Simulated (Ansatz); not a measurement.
Computed with Ansatz on PBE0-D4/def2-TZVP structures; ΔE is electronic, products minus reactants. CCSD(T)/CBS is the MP2 limit (def2-TZVPP, def2-QZVPP) plus CCSD(T) − MP2 in def2-TZVPP, frozen cores. Functionals use def2-TZVPP. HSE06 is defined as in plane-wave codes. For As outer-core shells are correlated without core-valence functions, which leaves a few kJ/mol of doubt a bond. Scalar relativity is left out up to krypton. Each species was taken in one conformer, which may not be the lowest.

Consider the cleavage of the B–Si bond: `B[SiH](N)P` + `[AsH3]` → `B[AsH2]` + `N[SiH2]P`.

Question: Is it downhill or uphill in electronic energy at CCSD(T)/CBS, and by how much? (Estimate.)

Answer: Computed: Downhill: ΔE = -34.0 kJ/mol.

Question: What do these levels give: PBE-D4, B97M-V, r2SCAN0-D4, HSE06-D4, ωB97X-V, PBE0, LC-ωPBE, CCSD/def2-SVP, HF/def2-TZVPP, CCSD(T)/def2-TZVPP, HF/def2-QZVPP, MP2/def2-QZVPP? (Estimate.)

Answer: Ansatz gave: PBE-D4 -4.4, B97M-V -18.4, r2SCAN0-D4 -23.8, HSE06-D4 -15.7, ωB97X-V -34.2, PBE0 -18.8, LC-ωPBE -28.5, CCSD/def2-SVP -36.0, HF/def2-TZVPP -83.2, CCSD(T)/def2-TZVPP -33.4, HF/def2-QZVPP -83.0, MP2/def2-QZVPP -34.6 kJ/mol.

Largest T1 diagnostic among the species: 0.016.

From BLYP to BHLYP (50 % exact exchange), in def2-TZVPP and without D4, ΔE moves by −19.5 kJ/mol. Leaving LDA and LC-ωPBE aside and taking each functional with its dispersion term where it has one, the values, not all of them listed here, spread over 40.6 kJ/mol, from BHLYP-D4 to PBE-D4. LDA lies +20.1 kJ/mol from PBE without D4. In def2-TZVPP, CCSD(T) changes the Hartree–Fock value by +49.9 kJ/mol (the triples alone add +8.7 kJ/mol) and MP2 by +48.9 kJ/mol.
